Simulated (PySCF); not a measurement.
C3H10Si, SMILES C[SiH](C)C. Atoms are numbered in the order given.

```xyz
14

Si     0.0000     0.0000     0.3802
C     -1.5440     0.8914    -0.2239
C      1.5440     0.8914    -0.2239
C      0.0000    -1.7828    -0.2239
H      0.0000     0.0000     1.8815
H     -1.5784     0.9113    -1.3251
H     -2.4578     0.3915     0.1335
H     -1.5679     1.9328     0.1335
H      2.4578     0.3915     0.1335
H      1.5784     0.9113    -1.3251
H      1.5679     1.9328     0.1335
H      0.0000    -1.8226    -1.3251
H     -0.8899    -2.3243     0.1335
H      0.8899    -2.3243     0.1335
```

The structure is a stationary point at PBE0-D3(BJ)/def2-SVP. The isomer is the one that the SMILES or the coordinates give; other isomers of the formula were not compared.

Method: PBE0/def2-TZVP (PySCF).

ESP charges are fitted to the potential on shells at 1.4 to 2.0 van der Waals radii. Atomic charges (e):

```tsv
atom	Löwdin	meta-Löwdin	ESP fit	Mulliken
Si1	0.23	0.81	___	0.32
C2	-0.45	-0.61	___	-0.50
C3	-0.45	-0.61	___	-0.50
C4	-0.45	-0.61	___	-0.50
H5	-0.03	-0.13	___	-0.05
H6	0.13	0.12	___	0.13
H7	0.13	0.13	___	0.14
H8	0.13	0.13	___	0.14
H9	0.13	0.13	___	0.14
H10	0.13	0.12	___	0.13
H11	0.13	0.13	___	0.14
H12	0.13	0.12	___	0.13
H13	0.13	0.13	___	0.14
H14	0.13	0.13	___	0.14
```

Problem. Fill in the missing entries. (The exact figures need the calculation; the answer reports its results.)

Solution. 
- Si1, ESP fit: 1.06
- C2, ESP fit: -0.83
- C3, ESP fit: -0.83
- C4, ESP fit: -0.91
- H5, ESP fit: -0.24
- H6, ESP fit: 0.20
- H7, ESP fit: 0.18
- H8, ESP fit: 0.18
- H9, ESP fit: 0.18
- H10, ESP fit: 0.20
- H11, ESP fit: 0.18
- H12, ESP fit: 0.21
- H13, ESP fit: 0.20
- H14, ESP fit: 0.20

Computed Mayer and Wiberg (Löwdin basis) orders of the bonds:
```
bond    Mayer  Wiberg
------  -----  ------
Si1–C2   1.00    1.19
Si1–C3   1.00    1.19
Si1–C4   1.00    1.19
Si1–H5   0.96    0.88
C2–H6    0.95    0.90
C2–H7    0.95    0.90
C2–H8    0.95    0.90
C3–H9    0.95    0.90
C3–H10   0.95    0.90
C3–H11   0.95    0.90
C4–H12   0.95    0.90
C4–H13   0.95    0.90
C4–H14   0.95    0.90
```
